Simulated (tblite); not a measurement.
Isomers of C4HF2N. Calculated harmonic vibrations of the isolated species, GFN2-xTB (tblite), most abundant isotopes, no scaling. Errors from tens to a few hundred cm⁻¹ against measured bands are possible. One conformer each.

Electronic energies: GFN2-xTB at the same geometries; isomer energies are rough at this level and their order can be wrong.

```tsv
SMILES	electronic energy, lowest = 0 (kcal/mol)
N#CC(F)=C=CF	0.0
N#C[C@]1(F)C=C1F	13.2
N#CC1C(F)=C1F	16.3
```

Question: How do GFN2-xTB zero-point energies change the relative energies?

Answer: 
| SMILES | ZPE (kcal/mol) | of it from modes above 1550 cm⁻¹ | electronic (kcal/mol) | with ZPE, lowest = 0 (kcal/mol) | lowest mode (cm⁻¹) | rings |
| --- | --- | --- | --- | --- | --- | --- |
| N#CC(F)=C=CF | 24.1 | 10.6 | 0.0 | 0.0 | 81 | 0 |
| N#C[C@]1(F)C=C1F | 24.2 | 10.8 | 13.2 | 13.3 | 120 | 1 |
| N#CC1C(F)=C1F | 24.7 | 10.6 | 16.3 | 16.9 | 114 | 1 |

The zero-point energies span 0.6 kcal/mol, from `N#CC(F)=C=CF` to `N#CC1C(F)=C1F`. The order is unchanged.

Question: What do entropy and thermal enthalpy add at 298.15 K and 1 bar (rigid rotor, harmonic oscillator, one conformer each)?

Answer: 
```tsv
SMILES	point group	symmetry number	S (cal/(mol K))	H − H(0) (kcal/mol)	ZPE + H − H(0) − TS (kcal/mol)
N#CC(F)=C=CF	C1	1	83.0	4.87	4.3
N#C[C@]1(F)C=C1F	C1	1	79.6	4.57	5.1
N#CC1C(F)=C1F	Cs	1	80.7	4.64	5.3
```
